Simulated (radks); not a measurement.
The numbers below are computed, except where a source is named.
Initial-state core-level shifts of the europium ion Eu2+ when its valence configuration changes from [Xe] 4f7. Level of theory: scalar-relativistic Kohn-Sham, PBE, spin-polarised, spherical densities, point nucleus; open shells are filled with parallel spins first (spin-orbit coupling, left out, can overturn this in heavy ions) (a radial shooting solver on a logarithmic mesh with Libxc functionals). Shifts are changes of the shell-averaged eigenvalues in eV (positive: less bound).

| valence | 2s | 3s | 4d | 5s |
|---|---|---|---|---|
| 4f6 6s1 | -10.074 | -10.943 | -10.015 | -6.368 |
| 4f5 5d2 | -15.661 | -17.774 | -15.435 | -7.477 |
| 4f5 6s2 | -21.880 | -23.818 | -21.480 | -13.253 |
| 4f6.5 5d0.5 | -3.529 | -3.976 | -3.548 | -1.842 |
| 4f6 6p1 | -11.246 | -12.106 | -11.188 | -7.540 |
| 4f3 5d4 | -34.707 | -39.715 | -33.260 | -14.859 |
| 4f5 6p2 | -24.019 | -25.962 | -23.609 | -15.298 |
